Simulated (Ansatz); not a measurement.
Reaction (hydrogenolysis of the Si–C bond): `CB[SiH2]CC` + H₂ → `CB[SiH3]` + ethane

Isolated molecules relaxed with PBE0-D4/def2-TZVP in Ansatz; ΔE leaves out vibrations. CCSD(T)/CBS is the MP2 limit (def2-TZVPP, def2-QZVPP) plus CCSD(T) − MP2 in def2-TZVPP, frozen cores. This one scheme is used for every species. Functionals use def2-TZVPP. B3LYP here is the variant with VWN-RPA as its local correlation; programs differ in this. Each species was taken in one conformer, which may not be the lowest.

Problem. Is it downhill or uphill in electronic energy at CCSD(T)/CBS, and by how much? (Estimate.)

Solution. Computed: Downhill: ΔE = -31.5 kJ/mol.

Problem. What do these levels give: r2SCAN-D4, B3LYP-D4, B2PLYP, PBE, r2SCAN, B3LYP, MP2/def2-TZVPP, SCS-MP2/def2-TZVPP, HF/def2-QZVPP, MP2/def2-QZVPP, HF/CBS(def2), MP2/CBS(def2)? (An estimate is asked.)

Solution. The calculation gave: r2SCAN-D4 -32.3, B3LYP-D4 -35.6, B2PLYP -42.2, PBE -39.5, r2SCAN -35.2, B3LYP -49.8, MP2/def2-TZVPP -28.2, SCS-MP2/def2-TZVPP -35.7, HF/def2-QZVPP -63.0, MP2/def2-QZVPP -26.4, HF/CBS(def2) -63.0, MP2/CBS(def2) -25.1 kJ/mol.

Largest T1 diagnostic among the species: 0.012.

The D4 term adds +14.2 kJ/mol with B3LYP and +8.2 kJ/mol with PBE0; it sums over pairs of atoms, weighted by their polarisabilities, and B3LYP, whose exchange is more repulsive, gets the larger term. In def2-TZVPP, CCSD(T) changes the Hartree–Fock value by +28.7 kJ/mol (the triples alone add +5.3 kJ/mol) and MP2 by +35.1 kJ/mol.
